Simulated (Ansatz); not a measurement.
**Question.** Name a neutral molecule of F, O, S, Si and H with size of the dipole moment (B3LYP/def2-TZVPP) between 2.90 and 3.20 D and HOMO energy (PBE/def2-TZVPP) between -6.90 and -6.60 eV (Ansatz, PBE0-D4/def2-TZVP geometry).

**Answer.** `O[SiH](O)S[SiH](O)F` (2.92 D, -6.73 eV). Other molecules can fit too; these were computed, each in one conformer that needn't be the lowest.

B3LYP here is the variant with VWN-RPA as its local correlation; programs differ in this.
